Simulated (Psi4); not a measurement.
Psi4 input (wB97X-D/6-31G*):

```
memory 1500 MB

molecule {
0 2
Si   -2.13123200   -0.14210100    0.06557200
Si    0.12864000    0.06269900   -0.58938900
Cl    1.15973400   -1.62466300    0.04475000
Cl    0.94610100    1.72220200    0.35416100
H    -2.22692500   -0.28427000    1.53733300
H    -2.84496600    1.07481600   -0.38119600
H    -2.69101200   -1.33708700   -0.60417200
symmetry c1
no_reorient
no_com
}

set {
  basis 6-31G*
  reference uks
  scf_type pk
  dft_radial_points 99
  dft_spherical_points 590
  e_convergence 1e-8
  d_convergence 1e-7
  maxiter 150
}

e = energy('wb97x-d')
print_out(f'\nFINAL {e:.10f} DIPOLE {variable("CURRENT DIPOLE")[0]:.6f} {variable("CURRENT DIPOLE")[1]:.6f} {variable("CURRENT DIPOLE")[2]:.6f}\n')
```

From the output:

```

      33A     -0.067332    34A      0.052977    35A      0.055082
      36A      0.084186    37A      0.136759    38A      0.143623
      39A      0.159500    40A      0.230186    41A      0.285501
      42A      0.288002    43A      0.298829    44A      0.309193
      45A      0.323060    46A      0.332992    47A      0.431224
      48A      0.457396    49A      0.473619    50A      0.512422
      51A      0.532277    52A      0.568267    53A      0.588991
      54A      0.597502    55A      0.605223    56A      0.635563
      57A      0.641453    58A      0.676729    59A      0.734045
      60A      0.748757    61A      0.757291    62A      0.766667
      63A      0.770590    64A      0.788106    65A      0.935626
      66A      0.948142    67A      0.950447    68A      0.951965
      69A      0.967906    70A      0.978198    71A      1.031053
      72A      1.040450    73A      1.081962    74A      1.171596
      75A      1.229852    76A      1.232914    77A      1.311849
      78A      1.377230    79A      2.912763    80A      3.017173
      81A      4.335781    82A      4.352782

    Final Occupation by Irrep:
              A
    DOCC [    32 ]
    SOCC [     1 ]
    NA   [    33 ]
    NB   [    32 ]

  @UKS Final Energy: -1501.15641668636931

   => Energetics <=

    Nuclear Repulsion Energy =            315.9736177337704817
    One-Electron Energy =               -2704.8732287385300879
    Two-Electron Energy =                 960.1503748351931335
    DFT Exchange-Correlation Energy =     -72.4046411117381581
    Empirical Dispersion Energy =          -0.0025394050647507
    VV10 Nonlocal Energy =                  0.0000000000000000
    Total Energy =                      -1501.1564166863693117

  UHF NO Occupations:
  HONO-2 :   31  A 1.9998589
  HONO-1 :   32  A 1.9990396
  HONO-0 :   33  A 1.0000000
  LUNO+0 :   34  A 0.0009604
  LUNO+1 :   35  A 0.0001411
  LUNO+2 :   36  A 0.0000917
  LUNO+3 :   37  A 0.0000491

Computation Completed

Properties will be evaluated at   0.000000,   0.000000,   0.000000 [a0]

Properties computed using the SCF density matrix

 Multipole Moments:

 ------------------------------------------------------------------------------------
     Multipole            Electronic (a.u.)      Nuclear  (a.u.)        Total (a.u.)
 ------------------------------------------------------------------------------------

 L = 1.  Multiply by 2.5417464519 to convert [e a0] to [Debye]
 Dipole X            :         -0.8148067            0.0000076           -0.8147991
 Dipole Y            :         -0.0276775           -0.0000113           -0.0276889
 Dipole Z            :         -0.2631150            0.0000265           -0.2630886
 Magnitude           :                                                    0.8566679

 ------------------------------------------------------------------------------------

FINAL -1501.1564166864 DIPOLE -0.814799 -0.027689 -0.263089

*** Psi4 exiting successfully. Buy a developer a beer!
```

The geometry given is a B3LYP-D3(BJ)/def2-TZVP minimum.
